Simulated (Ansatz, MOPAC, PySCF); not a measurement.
Pair of molecules: HCl (SMILES Cl) (first 2 atoms) with C2H4 (SMILES C=C); geometry from B3LYP-D3(BJ)/def2-TZVP.
(charge 0, multiplicity 1):
```xyz
8

Cl     0.3088    -0.4808     0.0035
H      0.1925    -0.2875     1.2773
C     -0.5940     0.3638     3.4588
C      0.5624    -0.2560     3.6597
H     -1.5344    -0.1739     3.4527
H     -0.6456     1.4336     3.2966
H      1.5025     0.2822     3.6696
H      0.6137    -1.3252     3.8259
```

Interaction energies are E(AB) − E(A) − E(B) at the monomers' geometry in the complex; basis-set methods are counterpoise corrected. Rows marked so take none.

Correlated levels freeze the cores. Rows in 6-31G* carry no dispersion term and start afresh at each structure (6-31G* with six Cartesian d functions). The state that PM6 reach isn't checked.

Codes used: Ansatz (an electronic-structure program); MOPAC for PM6 (differences of heats of formation); PySCF for 6-31G* rows. 

### Question
What interaction energy does HF/6-31G* (no counterpoise) give?

### Answer
-84 meV

### Question
Predict the interaction energy from PM6.

### Answer
-75 meV

### Question
What is the computed interaction energy (B2PLYP/def2-TZVPPD)?

### Answer
-105 meV
